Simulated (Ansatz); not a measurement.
**Relative stability**

Two relaxed structures of CHSeSi, doublet (PBE0-D4/def2-TZVP; forces vanish, vibrations not checked).

A:

```
4
angstrom
C -1.5210 0.7037 0.2346
Si -0.6523 -0.4619 1.2161
Se 0.0542 0.5921 -0.7885
H -2.3592 1.3347 -0.0212
```

B:

| atom | x (Å) | y (Å) | z (Å) |
| --- | --- | --- | --- |
| C1 | -0.3643 | 0.2236 | 0.4033 |
| Si2 | 0.5519 | 0.6215 | -1.0569 |
| Se3 | -1.3043 | 0.1084 | 1.8005 |
| H4 | 0.9829 | -0.8311 | -1.1793 |

Program: Ansatz 0.2.0. Basis: def2-TZVPP. Cores are frozen in the correlated methods; orbitals are unrestricted. Filled d shells of the heavier atoms are correlated. The def2 sets are not built for correlating such inner shells, so the correlated values are less sure here. B3LYP uses VWN-RPA correlation.

(1) Which structure is lower at CCSD(T), and by how much? (Judge from chemistry; the value comes from the calculation.)

T1 diagnostic: at most 0.028. ⟨S²⟩ of the unrestricted Hartree–Fock references: 0.79 to 0.80 (a pure state has 0.75). The unrestricted reference is spin-contaminated, which hurts MP2 most.

Results:

(1) By the calculation: A, by 1.238 eV (electronic energy, against the other). By their contacts, A is CHSeSi ([CH]1[Si][Se]1) and B is CHSeSi ([SiH][C][Se]).

All methods give the same order:

```
   method  E(B) − E(A) (eV)
   PBE-D4             1.108
r2SCAN-D4             1.114
  PBE0-D4             1.321
 B3LYP-D4             1.103
  wB97M-V             1.381
       HF             1.361
      MP2             1.367
     CCSD             1.299
  CCSD(T)             1.238
```

Labels in which every atom is bracketed show which atoms are joined, not bond orders.

For scale, one of the runs: CCSD(T)/def2-TZVPP, 135 basis functions, launched by `ansatz run in.yaml --threads 2 --pin off --events-out ev --progress --plain --max-ram 4352MiB`. Hardware: 2 CPU threads of an Intel Xeon Platinum 8259CL, shared host. Wall time 69 s; peak host memory 1.6 GiB.
